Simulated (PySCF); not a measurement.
Vertical excitation energies

C2H11ClSi3.
SMILES with atom numbers: `[CH3:1][Si@H:2]([SiH3:3])[SiH2:4][CH2:5][Cl:6]` (hydrogens: H7, H8, H9 on C1; H10 on Si2; H11, H12, H13 on Si3; H14, H15 on Si4; H16, H17 on C5)

Geometry (GFN2-xTB, Å), atoms numbered from 1 in this order:
```
atom  x, y, z in Å
C1    -1.0978    1.7119    1.0174
Si2   -0.9960    0.3814   -0.3484
Si3   -1.5200   -1.7078    0.5382
Si4    1.0844    0.5550   -1.3812
C5     2.2954   -0.6060   -0.4504
Cl6    2.2163   -0.2502    1.2979
H7    -0.3655    1.5231    1.7974
H8    -2.0784    1.7281    1.4851
H9    -0.9062    2.7059    0.6223
H10   -2.0093    0.7809   -1.3536
H11   -2.8389   -1.7668    1.1760
H12   -0.5558   -2.1502    1.5468
H13   -1.5178   -2.7307   -0.5143
H14    1.1679    0.0967   -2.7766
H15    1.7398    1.8691   -1.3608
H16    3.3328   -0.4702   -0.7444
H17    2.0423   -1.6581   -0.5611
```

Method used: TDDFT PBE0/def2-SVPD, vertical, gas phase, core orbitals frozen in the response in PySCF.

Question: What does the calculation give for the low-lying excited states?

Answer: 

| state | E (eV) | E (kJ/mol) | λ (nm) | f | \|μ\| (D) | main configurations (H = HOMO, L = LUMO) |
| --- | --- | --- | --- | --- | --- | --- |
| S1 | 6.21 | 599 | 199.6 | 0.0098 | 0.65 | H→L (86%), H-1→L (9%) |
| S2 | 6.42 | 619 | 193.2 | 0.191 | 2.80 | H-1→L (81%), H→L (9%) |
| S3 | 6.72 | 648 | 184.5 | 0.0039 | 0.39 | H-2→L (72%), H-1→L+1 (12%) |
| S4 | 6.76 | 652 | 183.4 | 0.016 | 0.79 | H→L+1 (68%), H-1→L+1 (12%) |
| S5 | 6.81 | 657 | 182.1 | 0.0038 | 0.38 | H-3→L (79%), H→L+1 (8%) |
| S6 | 6.86 | 662 | 180.7 | 0.0052 | 0.45 | H-1→L+1 (52%), H-2→L (14%), H→L+3 (11%) |

Triplets, Tamm–Dancoff:

| state | E (eV) | λ (nm) | main configurations (H = HOMO, L = LUMO) |
| --- | --- | --- | --- |
| T1 | 5.45 | 227.6 | H-1→L (60%), H→L (32%) |
| T2 | 5.81 | 213.4 | H→L (43%), H-1→L (26%), H→L+3 (10%) |

The lowest singlet lies at 6.21 eV (200 nm, ultraviolet) and is weak; its leading configuration is HOMO→LUMO (86%). The most intense listed level is S2 at 6.42 eV (193 nm, f = 0.191), 0.21 eV above S1. Löwdin shares by element: HOMO chlorine 40%, silicon 24% or more, carbon 21% or more (atoms not listed hold the other 15%); LUMO silicon 60%, hydrogen 9% or more (atoms not listed hold the other 31%). Orbital energies (eV): HOMO-3 -8.62, HOMO-2 -8.56, HOMO-1 -8.15, HOMO -8.01, LUMO -0.73, LUMO+1 -0.10, LUMO+2 0.27. The listed states span 0.65 eV, and the widest gap between neighbours is 0.30 eV (S2 to S3). Of the 6 states listed, 2 reach f = 0.01 and none stays under 0.0005. Singlets were solved by full linear response, triplets in the Tamm–Dancoff approximation.

Hardware: Intel Xeon Platinum 8488C, one thread, no GPU, shared host with 192 logical CPUs at a one-minute load of 64. Cost: 36 s wall, 0.91 GiB resident at most.

One conformer stands for the species.
